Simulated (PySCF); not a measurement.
Zn(F)2, F2Zn, SMILES [F][Zn][F], PBE0/def2-SVP optimised geometry.

```
3

Zn     0.00     0.00     0.00
F     -1.73     0.00     0.00
F      1.73     0.00     0.00
```

Density from PBE0/def2-TZVP run with PySCF at that geometry.

Minimum of the electron density along straight lines between bonded atoms, close to the bond critical point (lines longer than 1.1 times the sum of covalent radii, or with two minima, are not listed):

```csv
bond,length / Å,ρ at the minimum / e bohr⁻³,∇²ρ there / e bohr⁻⁵,position (fraction from the first atom)
Zn1–F2,1.729,0.141,0.89,0.50
Zn1–F3,1.729,0.141,0.89,0.50
```
